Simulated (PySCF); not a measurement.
Solvent effects on NMR parameters

Atom-mapped SMILES (the numbers label the heavy atoms): `[F:1][c:2]1[cH:3][cH:4][c:5]([F:6])[c:7]([F:8])[c:9]1[F:10]`. Each H is labelled by its parent atom.

GIAO PBE0/pcSseg-1 in PySCF 2.14.0 with density-fitted response routines on one PBE0-D3(BJ)/def2-SVP conformer, non-relativistic, equivalent nuclei averaged. Solvents enter as an IEF-PCM continuum (benzene with ε = 2.3, chloroform with ε = 4.7, methanol with ε = 32.6) around the gas-phase geometry. Shifts are referred to CFCl3, TMS computed in the same medium.

Gas phase, δ in ppm: F1/F6 -142.7, F8/F10 -162.5, C2/C5 155.1, C7/C9 149.0, C3/C4 114.9, H(C3)/H(C4) 6.97. Dipole moment 2.35 D.

(1) How does each δ change in the continuum?

(2) Which nuclei move most (in ppm), and what does the model miss?

## Answers

(1) 
```
      atoms                       environment  Δδ, benzene  Δδ, chloroform  Δδ, methanol
      F1/F6                     aryl fluorine         -1.1            -1.6          -2.1
     F8/F10                     aryl fluorine         -1.7            -2.8          -3.8
      C2/C5  aromatic carbon bearing fluorine         +0.4            +0.6          +0.9
      C7/C9  aromatic carbon bearing fluorine         +0.1            +0.2          +0.3
      C3/C4                       aromatic CH         +1.4            +2.2          +3.1
H(C3)/H(C4)        hydrogen on an aromatic CH        +0.19           +0.30         +0.41
```

Changes are relative to the gas phase. The dipole moment becomes 2.66 D in benzene, 2.85 D in chloroform, 3.04 D in methanol.

(2) F8/F10 (aryl fluorine, -3.8 ppm) in methanol. A continuum only polarises the solute; specific hydrogen bonds, the anisotropy of aromatic solvents and changes of geometry or conformer are outside it.
